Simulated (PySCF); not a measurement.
**Cost of excited-state runs on `c1ccc2cccc-2nc1`, C$_{9}$H$_{7}$N**

Molfile (atoms numbered from 1):
```
C9H7N
     RDKit          3D

 17 18  0  0  0  0  0  0  0  0999 V2000
    2.4568   -0.3296   -0.1805 C   0  0  0  0  0  0  0  0  0  0  0  0
    2.0225    0.9399    0.1878 C   0  0  0  0  0  0  0  0  0  0  0  0
    0.7044    1.3707    0.3692 C   0  0  0  0  0  0  0  0  0  0  0  0
   -0.4517    0.6211    0.2202 C   0  0  0  0  0  0  0  0  0  0  0  0
   -1.7670    1.0605    0.4040 C   0  0  0  0  0  0  0  0  0  0  0  0
   -2.6352   -0.0170    0.1516 C   0  0  0  0  0  0  0  0  0  0  0  0
   -1.9068   -1.1610   -0.1963 C   0  0  0  0  0  0  0  0  0  0  0  0
   -0.5399   -0.8400   -0.1749 C   0  0  0  0  0  0  0  0  0  0  0  0
    0.4112   -1.7109   -0.4592 N   0  0  0  0  0  0  0  0  0  0  0  0
    1.7157   -1.4891   -0.4619 C   0  0  0  0  0  0  0  0  0  0  0  0
    3.5408   -0.4568   -0.2678 H   0  0  0  0  0  0  0  0  0  0  0  0
    2.8029    1.6879    0.3547 H   0  0  0  0  0  0  0  0  0  0  0  0
    0.5665    2.4173    0.6620 H   0  0  0  0  0  0  0  0  0  0  0  0
   -2.0592    2.0697    0.6940 H   0  0  0  0  0  0  0  0  0  0  0  0
   -3.7236    0.0348    0.2185 H   0  0  0  0  0  0  0  0  0  0  0  0
   -2.2961   -2.1459   -0.4466 H   0  0  0  0  0  0  0  0  0  0  0  0
    2.3149   -2.3686   -0.7317 H   0  0  0  0  0  0  0  0  0  0  0  0
  1  2  2  0
  2  3  1  0
  3  4  2  0
  4  5  1  0
  5  6  2  0
  6  7  1  0
  7  8  2  0
  8  9  1  0
  9 10  2  0
 10  1  1  0
  8  4  1  0
  1 11  1  0
  2 12  1  0
  3 13  1  0
  5 14  1  0
  6 15  1  0
  7 16  1  0
 10 17  1  0
M  END
```

PySCF with density fitting, on 1 thread of an AMD EPYC 9R45 96-Core, shared host. Command: `OMP_NUM_THREADS=1 python excited_run.py task.json out`

(1) How long does each of these runs take, and how much memory?
- first hyperpolarisability, CAM-B3LYP/aug-cc-pVDZ; usual settings
- excited states, CAM-B3LYP/aug-cc-pVDZ; Tamm-Dancoff; spin-orbit couplings; 6 states; 5 triplets; quadratic response for 4 states; IEF-PCM toluene
- excited states, CAM-B3LYP/aug-cc-pVDZ; Tamm-Dancoff; spin-orbit couplings; 6 states; 5 triplets; quadratic response for 4 states
- excited states, CAM-B3LYP/aug-cc-pVDZ; two-photon moments; 8 states; quadratic response for 6 states; 0 triplets

## Answers

(1) 
```csv
run,level,basis functions,wall time,peak memory (GiB)
first hyperpolarisability,CAM-B3LYP/aug-cc-pVDZ,293,54 s,1.3
excited states,CAM-B3LYP/aug-cc-pVDZ,293,55 s,1.3
excited states,CAM-B3LYP/aug-cc-pVDZ,293,53 s,1.3
excited states,CAM-B3LYP/aug-cc-pVDZ,293,66 s,1.3
```
Times from a shared host are rough.
